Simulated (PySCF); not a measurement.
W(OMe)(H)5 (CH8OW), SMILES [WH5][O]C, multiplicity 1.

Geometry: B3LYP-D3(BJ)/def2-SVP. The multiplicity is an assumed one; no other spin state was optimised. The structure was generated by enumeration; whether it is a known compound was not checked. The def2 effective core potentials stand for the cores of W; spin–orbit coupling is left out.

Two levels are set side by side: PBE/def2-TZVPD (PySCF) and M06-2X/def2-TZVPD (PySCF). Same geometry, gas phase. Differences are taken from unrounded values.

```csv
quantity,M06-2X
orbital gap (eV),7.61
highest occupied level (eV),-9.12
lowest empty level (eV),-1.51
dipole moment (D),2.40
mean polarisability (bohr³),69.2
```

### Question
What does PBE give, and how far is it from M06-2X? (The exact figures need the calculation; the answer reports its results.)

### Answer

```
quantity                       PBE  PBE minus M06-2X
---------------------------  -----  ----------------
orbital gap (eV)              3.49             -4.12
highest occupied level (eV)  -6.61              2.51
lowest empty level (eV)      -3.13             -1.62
dipole moment (D)             2.85              0.46
mean polarisability (bohr³)   73.5               4.2
```

PBE's occupied levels lie high since its potential decays too fast outside the molecule; exact exchange lowers them and widens the gap. PBE's more diffuse valence density responds more strongly to a field. Differences between two approximate levels are no errors against the true value.

Rough cost on one machine, each run with all the roots and properties that it gave: M06-2X against PBE about 4 times.
